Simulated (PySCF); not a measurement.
Highest orbital energy against ionisation energy along the 5p block

Calculated with PySCF 2.14, no spin-orbit coupling. Each cell gives −ε(HOMO) / ΔSCF in eV; NIST values include spin-orbit coupling, (s) semi-empirical, (t) theoretical.

```
                                                                               species              UHF              LDA              PBE             PBE0           r2SCAN  NIST (lowest levels)
In⁺ (aug-cc-pVTZ-PP with one added diffuse shell each of d, f type with ECP28MDF, ECP)  17.282 / 17.012  15.371 / 19.496  14.980 / 19.048  15.776 / 18.716  15.192 / 18.795                18.870
Sn⁺ (aug-cc-pVTZ-PP with one added diffuse shell each of d, f type with ECP28MDF, ECP)  14.032 / 13.747  10.680 / 14.399  10.616 / 14.218  11.621 / 14.257  10.947 / 14.378                14.633
Sb⁺ (aug-cc-pVTZ-PP with one added diffuse shell each of d, f type with ECP28MDF, ECP)  16.391 / 16.005  12.621 / 16.654  12.554 / 16.467  13.683 / 16.532  12.935 / 16.654        16.626 ± 0.025
Te⁺ (aug-cc-pVTZ-PP with one added diffuse shell each of d, f type with ECP28MDF, ECP)  18.833 / 18.359  14.590 / 18.935  14.530 / 18.758  15.794 / 18.861  14.988 / 19.012            18.6 ± 0.4
 I⁺ (aug-cc-pVTZ-PP with one added diffuse shell each of d, f type with ECP28MDF, ECP)  18.366 / 17.662  14.679 / 19.012  14.522 / 18.704  15.732 / 18.722  14.822 / 18.733                19.131
Xe⁺ (aug-cc-pVTZ-PP with one added diffuse shell each of d, f type with ECP28MDF, ECP)  20.872 / 20.076  16.733 / 21.365  16.578 / 21.054  17.915 / 21.104  16.931 / 21.119            20.975 (s)
```

Problem. How far is −ε(HOMO) from ΔSCF on average for each method, and why?

Solution. UHF 0.49 eV; LDA -4.20 eV; PBE -4.08 eV; PBE0 -2.95 eV; r2SCAN -3.81 eV. Hartree-Fock orbital energies lack relaxation and so exceed the ΔSCF value; semilocal functionals have convex E(N) from self-interaction, so their HOMO lies far too high; exact exchange moves hybrids part of the way back.
